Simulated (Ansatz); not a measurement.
System: C$_{2}$HF$_{3}$O, net charge 0, singlet state. 
Structure (B3LYP-D3(BJ)/def2-TZVP (Ansatz, an electronic-structure program) minimum search):
```
C
F 1 1.3265
F 1 1.3465 2 108.93
F 1 1.3465 2 108.93 3 -117.37
C 1 1.5438 2 112.79 3 121.32
O 5 1.1917 1 122.80 2 0.00
H 5 1.1053 6 124.13 1 -180.00
```
Charge 0, spin multiplicity 1.

Computed values are from Ansatz. Correlated levels leave the core frozen unless marked. Open shells are spin-unrestricted. Spin-orbit coupling is left out. Non-relativistic. CBS marks a two-point X^-3 extrapolation of the correlation energy; Hartree-Fock from the larger set. [CCSD(T)-MP2]/basis is that difference in the basis named.

atomisation energy De: 711.2 kcal/mol at RI-MP2/CBS(aug-cc-pVTZ,aug-cc-pVQZ)+[CCSD(T)-MP2]/aug-cc-pVTZ
total energy: -451.2238 Eh at RI-MP2/CBS(aug-cc-pVTZ,aug-cc-pVQZ)+[CCSD(T)-MP2]/aug-cc-pVTZ
dipole moment: 1.68 D at CCSD(T)/aug-cc-pVDZ
T1 diagnostic: 0.014 at CCSD/aug-cc-pVTZ
